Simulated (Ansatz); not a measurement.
Relaxation of the cluster Pd4H7 with UKS PBE0-D4/def2-SVP.

```sh
$ ansatz run in.yaml --threads 4 --pin off --events-out ev --progress --plain --max-ram 4787MiB
```

```yaml
crystal:
  periodic: [false, false, false]
  atoms:
    - {symbol: Pd, position_ang: [2.595770, 0.899920, -0.130550]}
    - {symbol: Pd, position_ang: [0.073280, 1.044700, -0.840160]}
    - {symbol: Pd, position_ang: [1.227740, -0.940650, 0.829940]}
    - {symbol: Pd, position_ang: [-1.542980, -0.875500, 0.437340]}
    - {symbol: H, position_ang: [3.011020, -0.054720, 1.175360]}
    - {symbol: H, position_ang: [-3.006150, -0.470850, 0.434480]}
    - {symbol: H, position_ang: [-0.726540, 1.849740, -1.806160]}
    - {symbol: H, position_ang: [-2.220790, -2.002640, 1.186990]}
    - {symbol: H, position_ang: [-0.058600, -1.851710, 0.512660]}
    - {symbol: H, position_ang: [2.036270, 1.760140, -1.406080]}
    - {symbol: H, position_ang: [-1.389020, 0.641580, -0.393840]}
basis:
  gaussian: {orbitals: def2-SVP}
magnetization: {spin_polarized: true, initial_magnetization: 1}
hamiltonian: {xc: pbe0, dispersion: d4}
scf: {lower_state_search: "off"}
output: {orbitals: {seedname: orbitals}}
relax: {f_tol: 0.02, max_steps: 100}
```

Run time 4.4 min (4 threads of Arm Neoverse V1 on a shared host), peak host memory 0.82 GiB.

Positions (Å) and forces (eV/Å) at steps 1, 2, 3, 4, 5, 6, 7, 8, 9, 10, 11, 12, 13, 14, 15, 16, 17, 18, 19, 20, 21, 22, 23, 25, 28, 31 of 32:

```xyz
11
step=1 energy=-14029.3382 eV
Pd    2.596    0.900   -0.131    0.236    0.652   -0.636
Pd    0.073    1.045   -0.840    0.987   -0.056    0.029
Pd    1.228   -0.941    0.830    0.437   -0.623    0.994
Pd   -1.543   -0.875    0.437    0.836    0.268   -0.400
H     3.011   -0.055    1.175   -0.209   -0.448    0.314
H    -3.006   -0.471    0.434   -0.391   -0.021    0.097
H    -0.727    1.850   -1.806   -0.461    0.093   -0.128
H    -2.221   -2.003    1.187   -0.246   -0.322    0.265
H    -0.059   -1.852    0.513   -0.137   -0.235   -0.156
H     2.036    1.760   -1.406   -0.410    0.038   -0.038
H    -1.389    0.642   -0.394   -0.642    0.655   -0.342
11
step=2 energy=-14029.6862 eV
Pd    2.592    0.896   -0.152    0.165    0.120   -0.111
Pd    0.104    1.054   -0.861    0.078    0.082   -0.062
Pd    1.301   -1.037    0.983   -0.023    0.068   -0.036
Pd   -1.483   -0.829    0.383    0.324    0.192   -0.166
H     2.964   -0.111    1.183   -0.025   -0.285    0.244
H    -2.982   -0.480    0.443    0.085   -0.179    0.098
H    -0.792    1.833   -1.792   -0.121   -0.092    0.078
H    -2.179   -1.960    1.165   -0.015    0.038    0.011
H    -0.025   -1.876    0.515   -0.044   -0.092    0.094
H     1.933    1.759   -1.398   -0.263   -0.100    0.052
H    -1.433    0.752   -0.469   -0.161    0.248   -0.201
11
step=3 energy=-14029.8771 eV
Pd    2.598    0.883   -0.131    0.139    0.110   -0.163
Pd    0.109    1.112   -0.887   -0.191    0.093    0.120
Pd    1.306   -1.069    1.027   -0.014    0.090   -0.106
Pd   -1.382   -0.753    0.310    0.016    0.172   -0.295
H     2.940   -0.208    1.221   -0.099   -0.136    0.108
H    -2.908   -0.542    0.477    0.287   -0.369    0.237
H    -0.898    1.820   -1.776   -0.037   -0.178    0.084
H    -2.074   -1.872    1.128   -0.007    0.101   -0.041
H    -0.026   -1.927    0.577   -0.316    0.079    0.115
H     1.812    1.691   -1.358    0.091   -0.043    0.077
H    -1.478    0.865   -0.589    0.133    0.081   -0.136
11
step=4 energy=-14030.1357 eV
Pd    2.639    0.878   -0.135    0.370    0.256   -0.226
Pd    0.139    1.174   -0.879   -0.375    0.003    0.276
Pd    1.290   -1.075    1.008    0.135    0.242   -0.152
Pd   -1.339   -0.696    0.203   -0.219   -0.099   -0.045
H     2.895   -0.268    1.249   -0.348   -0.170    0.018
H    -2.866   -0.685    0.604    0.644   -0.498    0.229
H    -0.967    1.759   -1.766   -0.033   -0.233    0.111
H    -2.009   -1.795    1.076   -0.208    0.149   -0.112
H    -0.092   -1.927    0.653   -0.451    0.273    0.026
H     1.788    1.679   -1.330    0.298   -0.133    0.104
H    -1.478    0.957   -0.683    0.187    0.210   -0.229
11
step=5 energy=-14030.4722 eV
Pd    2.702    0.897   -0.143    0.425    0.159   -0.070
Pd    0.164    1.212   -0.839   -0.256    0.071    0.215
Pd    1.277   -1.053    0.970    0.205    0.308   -0.173
Pd   -1.331   -0.663    0.142    0.088   -0.119   -0.064
H     2.842   -0.296    1.253   -0.338   -0.058   -0.100
H    -2.805   -0.833    0.715    0.521   -0.642    0.278
H    -0.996    1.692   -1.739   -0.116   -0.257    0.169
H    -2.030   -1.744    1.023   -0.627    0.178   -0.009
H    -0.150   -1.883    0.690   -0.342    0.294   -0.080
H     1.797    1.649   -1.321    0.324   -0.222    0.113
H    -1.470    1.023   -0.751    0.116    0.288   -0.279
11
step=6 energy=-14030.8986 eV
Pd    2.791    0.928   -0.140    0.240    0.054    0.060
Pd    0.190    1.248   -0.786    0.099    0.149    0.148
Pd    1.272   -1.010    0.919    0.155    0.245   -0.128
Pd   -1.339   -0.636    0.102    0.628    0.160   -0.355
H     2.794   -0.301    1.246   -0.131    0.102   -0.182
H    -2.745   -0.989    0.815   -0.025   -0.555    0.317
H    -1.024    1.610   -1.697   -0.274   -0.228    0.189
H    -2.106   -1.702    0.978   -0.829   -0.173    0.297
H    -0.189   -1.823    0.692   -0.188    0.228   -0.165
H     1.818    1.579   -1.316    0.329   -0.285    0.122
H    -1.461    1.097   -0.812   -0.006    0.302   -0.303
11
step=7 energy=-14030.6687 eV rejected
Pd    2.915    0.983   -0.111    0.025    0.123    0.039
Pd    0.231    1.296   -0.727    0.994    0.063    0.184
Pd    1.293   -0.937    0.861    0.078    0.199   -0.104
Pd   -1.332   -0.626    0.081    0.728    0.320   -0.413
H     2.775   -0.269    1.212    0.099    0.147   -0.147
H    -2.732   -1.164    0.898   -4.848    4.780   -0.416
H    -1.102    1.500   -1.597    0.020    0.497   -1.291
H    -2.294   -1.659    0.961    3.826   -5.470    1.018
H    -0.187   -1.757    0.635   -0.077    0.007   -0.129
H     1.882    1.445   -1.312    0.046   -0.387    0.276
H    -1.447    1.187   -0.903   -0.891   -0.279    0.984
11
step=8 energy=-14031.1567 eV
Pd    2.864    0.960   -0.119    0.211    0.114    0.089
Pd    0.217    1.276   -0.755    0.435    0.091    0.127
Pd    1.283   -0.964    0.882    0.093    0.169   -0.101
Pd   -1.333   -0.636    0.093    0.205   -0.029   -0.065
H     2.784   -0.280    1.218   -0.002    0.102   -0.131
H    -2.767   -1.048    0.857    0.012   -0.359    0.139
H    -1.075    1.548   -1.646   -0.275   -0.035   -0.106
H    -2.183   -1.727    0.979   -0.512    0.038    0.090
H    -0.194   -1.784    0.663   -0.059    0.099   -0.135
H     1.863    1.498   -1.304    0.112   -0.327    0.124
H    -1.459    1.157   -0.867   -0.218    0.137   -0.032
11
step=9 energy=-14031.2867 eV
Pd    2.922    0.999   -0.091    0.181    0.169    0.117
Pd    0.240    1.289   -0.743    0.200    0.027    0.025
Pd    1.300   -0.925    0.856    0.055    0.124   -0.083
Pd   -1.327   -0.645    0.098    0.107    0.059   -0.075
H     2.794   -0.257    1.194    0.026    0.087   -0.132
H    -2.791   -1.087    0.873   -0.281    0.065    0.028
H    -1.109    1.531   -1.635   -0.093   -0.016   -0.065
H    -2.254   -1.736    0.981   -0.099   -0.277    0.102
H    -0.183   -1.767    0.632    0.016    0.022   -0.087
H     1.887    1.405   -1.289    0.003   -0.350    0.102
H    -1.478    1.195   -0.876   -0.116    0.090    0.068
11
step=10 energy=-14031.4070 eV
Pd    2.974    1.070   -0.047    0.003    0.196    0.063
Pd    0.254    1.292   -0.736    0.163   -0.011    0.011
Pd    1.314   -0.881    0.825    0.008    0.073   -0.076
Pd   -1.332   -0.645    0.099   -0.044   -0.063    0.055
H     2.810   -0.231    1.152    0.046    0.102   -0.173
H    -2.830   -1.108    0.875   -0.137    0.056   -0.022
H    -1.124    1.520   -1.625   -0.082   -0.014   -0.003
H    -2.305   -1.757    0.983   -0.010   -0.104   -0.005
H    -0.167   -1.754    0.603    0.029    0.047   -0.066
H     1.893    1.263   -1.270    0.070   -0.386    0.180
H    -1.488    1.230   -0.860   -0.046    0.104    0.036
11
step=11 energy=-14031.5542 eV
Pd    2.997    1.167    0.011   -0.120    0.181   -0.009
Pd    0.270    1.282   -0.731    0.094   -0.065   -0.019
Pd    1.324   -0.842    0.792    0.051    0.087   -0.098
Pd   -1.343   -0.653    0.112   -0.038    0.048   -0.002
H     2.830   -0.196    1.074    0.036    0.078   -0.175
H    -2.856   -1.118    0.867   -0.155    0.076   -0.021
H    -1.143    1.514   -1.610   -0.063    0.024    0.007
H    -2.338   -1.768    0.973    0.023   -0.142    0.005
H    -0.152   -1.736    0.578    0.062    0.001   -0.014
H     1.906    1.072   -1.222    0.093   -0.384    0.293
H    -1.495    1.275   -0.842    0.017    0.097    0.031
11
step=12 energy=-14031.7001 eV
Pd    2.993    1.256    0.051   -0.156    0.086   -0.049
Pd    0.282    1.264   -0.740    0.040    0.029   -0.104
Pd    1.339   -0.812    0.751    0.247    0.070   -0.070
Pd   -1.355   -0.650    0.121   -0.040    0.156   -0.168
H     2.848   -0.164    0.998    0.016    0.100   -0.178
H    -2.881   -1.128    0.861   -0.233   -0.109    0.091
H    -1.155    1.529   -1.606   -0.047    0.062    0.030
H    -2.359   -1.784    0.966   -0.167   -0.137    0.070
H    -0.135   -1.723    0.572    0.143   -0.054    0.028
H     1.916    0.894   -1.143    0.122   -0.347    0.378
H    -1.492    1.318   -0.831    0.075    0.142   -0.027
11
step=13 energy=-14031.8379 eV
Pd    2.987    1.333    0.078   -0.186   -0.017   -0.144
Pd    0.293    1.253   -0.762   -0.231   -0.146   -0.066
Pd    1.376   -0.789    0.706   -0.097    0.081   -0.209
Pd   -1.371   -0.653    0.114    0.135   -0.270    0.289
H     2.872   -0.125    0.926    0.054    0.118   -0.105
H    -2.932   -1.160    0.875    0.276   -0.162   -0.059
H    -1.163    1.565   -1.611    0.021    0.123   -0.044
H    -2.404   -1.813    0.974   -0.069    0.263   -0.139
H    -0.102   -1.716    0.575   -0.147    0.227   -0.075
H     1.925    0.724   -1.042    0.120   -0.275    0.491
H    -1.480    1.380   -0.835    0.123    0.058    0.060
11
step=14 energy=-14031.9938 eV
Pd    2.968    1.373    0.073    0.027    0.137   -0.110
Pd    0.276    1.229   -0.788   -0.398    0.022   -0.155
Pd    1.393   -0.775    0.652    0.240   -0.128   -0.012
Pd   -1.363   -0.662    0.147   -0.084   -0.001    0.077
H     2.881   -0.089    0.886    0.185    0.157   -0.008
H    -2.924   -1.175    0.866    0.013    0.065   -0.050
H    -1.171    1.612   -1.621    0.045    0.143   -0.061
H    -2.408   -1.818    0.961    0.089   -0.090   -0.036
H    -0.093   -1.692    0.574   -0.253   -0.063   -0.039
H     1.910    0.579   -0.913    0.016   -0.298    0.347
H    -1.469    1.419   -0.837    0.120    0.055    0.047
11
step=15 energy=-14032.1219 eV
Pd    2.961    1.415    0.042   -0.026    0.025   -0.073
Pd    0.240    1.205   -0.817   -0.228    0.016   -0.104
Pd    1.440   -0.792    0.616    0.136   -0.134    0.084
Pd   -1.372   -0.656    0.173    0.003    0.076    0.021
H     2.918   -0.031    0.874    0.066    0.113    0.008
H    -2.916   -1.189    0.860   -0.069    0.041   -0.010
H    -1.175    1.677   -1.638    0.102    0.118   -0.065
H    -2.398   -1.835    0.949    0.070   -0.119   -0.012
H    -0.122   -1.696    0.567   -0.029   -0.036   -0.029
H     1.881    0.439   -0.779   -0.053   -0.155    0.126
H    -1.457    1.463   -0.846    0.029    0.056    0.055
11
step=16 energy=-14032.2054 eV
Pd    2.922    1.412   -0.063   -0.179   -0.270    0.009
Pd    0.197    1.151   -0.848    0.055   -0.052    0.044
Pd    1.478   -0.816    0.664   -0.273    0.389   -0.310
Pd   -1.366   -0.656    0.255    0.171    0.023   -0.011
H     2.914    0.066    0.926   -0.121    0.016   -0.072
H    -2.913   -1.259    0.862    0.022   -0.079    0.027
H    -1.125    1.844   -1.673    0.078   -0.066    0.192
H    -2.379   -1.904    0.935   -0.004    0.028   -0.012
H    -0.105   -1.716    0.538    0.267    0.109    0.005
H     1.815    0.269   -0.713   -0.082   -0.152    0.249
H    -1.438    1.609   -0.884    0.065    0.055   -0.121
11
step=17 energy=-14032.2490 eV
Pd    2.889    1.358   -0.170   -0.114   -0.251    0.085
Pd    0.171    1.134   -0.871    0.148    0.051    0.072
Pd    1.440   -0.784    0.713   -0.288    0.069    0.117
Pd   -1.355   -0.657    0.277    0.028   -0.131    0.025
H     2.854    0.134    0.976   -0.037    0.090   -0.122
H    -2.878   -1.337    0.887    0.136   -0.180    0.033
H    -1.060    1.982   -1.692    0.028   -0.145    0.227
H    -2.319   -1.971    0.939   -0.088    0.217   -0.044
H    -0.059   -1.711    0.499    0.087    0.066   -0.001
H     1.724    0.114   -0.642    0.039    0.175   -0.240
H    -1.406    1.739   -0.915    0.061    0.040   -0.152
11
step=18 energy=-14032.2788 eV
Pd    2.904    1.322   -0.200   -0.046   -0.129    0.024
Pd    0.188    1.158   -0.841    0.029    0.005    0.055
Pd    1.402   -0.753    0.744   -0.125    0.101   -0.045
Pd   -1.365   -0.665    0.247    0.050   -0.039    0.007
H     2.832    0.147    0.972   -0.017    0.027   -0.011
H    -2.868   -1.356    0.893    0.010   -0.074    0.023
H    -1.044    1.967   -1.677    0.024   -0.031    0.055
H    -2.304   -1.976    0.937   -0.034    0.067   -0.026
H    -0.063   -1.705    0.498    0.077    0.042    0.018
H     1.716    0.122   -0.662    0.022    0.026   -0.068
H    -1.399    1.739   -0.911    0.010    0.006   -0.031
11
step=19 energy=-14032.3000 eV
Pd    2.942    1.202   -0.356    0.000   -0.015   -0.041
Pd    0.185    1.186   -0.788    0.031   -0.031    0.040
Pd    1.371   -0.664    0.818    0.043    0.054   -0.020
Pd   -1.361   -0.698    0.233   -0.070    0.020   -0.015
H     2.811    0.230    0.977    0.007    0.025   -0.006
H    -2.876   -1.423    0.878    0.139   -0.033   -0.022
H    -1.009    2.026   -1.638    0.006    0.002    0.003
H    -2.320   -2.045    0.806   -0.069    0.030   -0.004
H    -0.036   -1.654    0.650   -0.087   -0.062    0.015
H     1.684    0.046   -0.693   -0.002    0.026    0.047
H    -1.390    1.794   -0.887    0.000   -0.016    0.004
11
step=20 energy=-14032.3038 eV
Pd    2.982    1.089   -0.509   -0.171   -0.185    0.186
Pd    0.190    1.214   -0.738   -0.003   -0.032   -0.021
Pd    1.345   -0.593    0.881    0.192    0.061   -0.086
Pd   -1.367   -0.710    0.204    0.027   -0.118    0.063
H     2.790    0.314    0.969   -0.025    0.063   -0.189
H    -2.852   -1.476    0.857    0.226   -0.140   -0.074
H    -0.982    2.070   -1.594    0.008    0.029   -0.022
H    -2.320   -2.108    0.676   -0.156    0.209    0.016
H    -0.055   -1.614    0.811   -0.115    0.089   -0.030
H     1.647   -0.010   -0.701    0.016    0.051    0.134
H    -1.380    1.823   -0.856    0.000   -0.028    0.022
11
step=21 energy=-14032.3243 eV
Pd    2.971    1.060   -0.555    0.022    0.012   -0.009
Pd    0.195    1.205   -0.751   -0.033    0.049    0.006
Pd    1.369   -0.582    0.902   -0.014   -0.014    0.042
Pd   -1.343   -0.736    0.184   -0.011   -0.004   -0.015
H     2.815    0.308    0.907    0.031    0.008    0.015
H    -2.807   -1.476    0.841    0.007   -0.078    0.001
H    -0.971    2.154   -1.524   -0.046   -0.085    0.122
H    -2.354   -2.122    0.553   -0.053    0.059   -0.004
H    -0.095   -1.534    0.990    0.040    0.046   -0.004
H     1.621   -0.007   -0.676   -0.026   -0.035   -0.048
H    -1.403    1.730   -0.872    0.083    0.042   -0.108
11
step=22 energy=-14032.3278 eV
Pd    2.977    1.009   -0.624   -0.029   -0.028    0.021
Pd    0.198    1.216   -0.722   -0.026    0.012    0.005
Pd    1.387   -0.543    0.942   -0.057    0.007   -0.031
Pd   -1.337   -0.745    0.185    0.019   -0.088    0.059
H     2.848    0.326    0.876    0.010    0.007   -0.014
H    -2.796   -1.505    0.835    0.199   -0.234   -0.154
H    -0.965    2.183   -1.470   -0.095   -0.141    0.164
H    -2.398   -2.136    0.421   -0.096    0.293    0.138
H    -0.097   -1.448    1.107   -0.060    0.069   -0.055
H     1.597   -0.034   -0.673   -0.006   -0.006    0.013
H    -1.414    1.678   -0.879    0.141    0.109   -0.146
11
step=23 energy=-14032.3346 eV
Pd    2.974    0.997   -0.618   -0.003   -0.010    0.003
Pd    0.199    1.225   -0.721    0.018   -0.012    0.012
Pd    1.374   -0.543    0.941   -0.015    0.012   -0.001
Pd   -1.343   -0.729    0.178   -0.001   -0.052    0.034
H     2.845    0.312    0.882    0.004    0.006   -0.019
H    -2.761   -1.529    0.865    0.084   -0.098   -0.086
H    -0.968    2.188   -1.465   -0.040   -0.031    0.049
H    -2.381   -2.127    0.408   -0.065    0.116    0.064
H    -0.115   -1.430    1.098   -0.015    0.023   -0.011
H     1.588   -0.038   -0.673   -0.003    0.001    0.009
H    -1.412    1.674   -0.895    0.035    0.044   -0.053
11
step=25 energy=-14032.3395 eV
Pd    2.968    0.908   -0.696   -0.028   -0.020    0.009
Pd    0.201    1.236   -0.704   -0.023    0.012    0.002
Pd    1.368   -0.497    0.989    0.002   -0.005    0.006
Pd   -1.329   -0.741    0.182    0.003   -0.037    0.016
H     2.865    0.313    0.842   -0.023   -0.009   -0.018
H    -2.699   -1.625    0.856    0.035   -0.038   -0.054
H    -0.957    2.247   -1.421    0.005   -0.008    0.003
H    -2.388   -2.151    0.281   -0.002    0.067    0.050
H    -0.150   -1.314    1.243   -0.009    0.028   -0.024
H     1.533   -0.070   -0.656    0.031    0.009    0.009
H    -1.411    1.693   -0.916    0.009    0.000    0.002
11
step=28 energy=-14032.3417 eV
Pd    2.942    0.816   -0.766    0.004    0.002   -0.006
Pd    0.190    1.269   -0.663    0.010   -0.014    0.003
Pd    1.355   -0.464    1.027   -0.021   -0.007    0.001
Pd   -1.316   -0.749    0.151    0.067    0.002    0.060
H     2.885    0.251    0.786   -0.018   -0.005    0.005
H    -2.676   -1.688    0.755    0.020   -0.036   -0.036
H    -0.957    2.260   -1.417   -0.009   -0.012    0.007
H    -2.277   -2.219    0.242   -0.022    0.026    0.037
H    -0.220   -1.128    1.388   -0.024    0.028   -0.070
H     1.487   -0.095   -0.637   -0.016    0.004    0.003
H    -1.412    1.748   -0.866    0.010    0.012   -0.005
11
step=31 energy=-14032.3429 eV
Pd    2.938    0.792   -0.779    0.001    0.001    0.001
Pd    0.192    1.272   -0.664   -0.010   -0.002   -0.001
Pd    1.351   -0.458    1.034    0.002    0.001   -0.002
Pd   -1.313   -0.745    0.148   -0.004   -0.011    0.004
H     2.879    0.251    0.783    0.000   -0.001   -0.002
H    -2.692   -1.693    0.710    0.027   -0.026   -0.027
H    -0.961    2.246   -1.430   -0.009   -0.008    0.013
H    -2.234   -2.241    0.272   -0.021    0.038    0.021
H    -0.229   -1.106    1.387    0.001    0.000    0.003
H     1.471   -0.102   -0.632   -0.001   -0.002    0.003
H    -1.404    1.784   -0.828    0.013    0.010   -0.013
```

In the def2 sets Pd takes a core potential; there is no spin–orbit coupling. In the doublet, H6 and H8 lie 0.84 Å apart, H7 and H11 lie 0.88 Å apart (atoms count from 1), so H2 has formed as a molecule. The relaxation made no stability test and no search for a lower SCF solution. No other spin state of charge 0 was run. Another isomer (doublet) lies 0.24 eV lower at PBE0-D4/def2-TZVP; other spin states weren't run for this one.
